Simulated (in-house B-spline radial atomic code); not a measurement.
Configurations of N III (N2+), with energies counted from [He] 2s2 2p1. Level of theory: scalar-relativistic (X2C) TPSSh, spin-polarised, spherical fractional occupations, exact exchange averaged over the configuration, Fermi nucleus of rms radius 2.5582 fm; calculated with a radial B-spline atomic code at the basis-set limit. Shells without spins written out take the highest spin.

Occupations are held fixed; configurations that lie above the ionisation limit could autoionise.

```json
{"configuration": "[He] 2s1 2p2", "E - E(ref) (eV)": "6.5197", "highest orbital": "2p up", "its <r> (bohr)": "1.123"}
{"configuration": "[He] 2s2 3d1", "E - E(ref) (eV)": "33.127", "highest orbital": "3d up", "its <r> (bohr)": "3.211"}
{"configuration": "[He] 2s1 2p1 3s1", "E - E(ref) (eV)": "35.073", "highest orbital": "3s up", "its <r> (bohr)": "3.092"}
```

**Question.** Order these further configurations by energy, lowest first.
A. [He] 2s2 3s1
B. [He] 2s2 3p1
C. [He] 2s1 2p1 3d1

**Answer.** A (27.423 eV), B (30.27 eV), C (40.689 eV).
